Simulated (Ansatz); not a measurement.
C2H8AsN can be A, `CN[AsH]C`, or B, `CNC[AsH2]`.

Program: Ansatz. Geometries: PBE0-D4/def2-TZVP. ΔE: electronic, gas phase. CBS: MP2 limit from def2 TZ/QZ plus the TZ coupled-cluster correction, frozen cores. Functionals use def2-TZVPP. B3LYP here is the variant with VWN-RPA as its local correlation; programs differ in this. For As outer-core shells are correlated without core-valence functions, which leaves a few kJ/mol of doubt a bond. Scalar relativity is left out up to krypton. One conformer a species, not always the lowest.

A:

```xyz
12

C     1.193   -1.128   -1.295
N     0.466   -0.632   -0.143
As   -0.190    1.095   -0.273
C    -0.882    1.204    1.555
H     1.705   -2.060   -1.036
H     0.573   -1.320   -2.183
H     1.960   -0.403   -1.579
H    -0.238   -1.292    0.161
H    -1.571    0.829   -0.907
H    -1.503    2.096    1.648
H    -0.037    1.285    2.239
H    -1.476    0.327    1.813
```

B:

```xyz
12

C    -0.2512   -1.1593   -1.2653
N    -0.5135   -0.1547   -0.2562
C     0.6201    0.0989    0.5943
As    0.3491    1.5556    1.8968
H    -1.1258   -1.2704   -1.9092
H    -0.0716   -2.1236   -0.7820
H     0.6229   -0.9378   -1.9001
H    -0.8228    0.7069   -0.6870
H     1.5469    0.3477    0.0476
H     0.8383   -0.7980    1.1834
H    -0.1078    2.5696    0.8510
H    -1.0847    1.1652    2.2268
```

Problem. Which is lower in electronic energy at CCSD(T)/CBS, and by how much? (Best estimate.)

Solution. The calculation gave: A, by 10.2 kcal/mol.

Problem. Give E(B) − E(A) in kcal/mol with CCSD/def2-TZVPP, MP2/def2-TZVPP, B3LYP-D4, CCSD(T)/def2-TZVPP, ωB97M-V, B3LYP, HF/def2-TZVPP. (Best estimate.)

Solution. The calculation gave: CCSD/def2-TZVPP 10.2, MP2/def2-TZVPP 11.1, B3LYP-D4 10.2, CCSD(T)/def2-TZVPP 10.2, ωB97M-V 10.1, B3LYP 10.0, HF/def2-TZVPP 10.7. None reverses the order clearly.

Largest T1 diagnostic: 0.010.
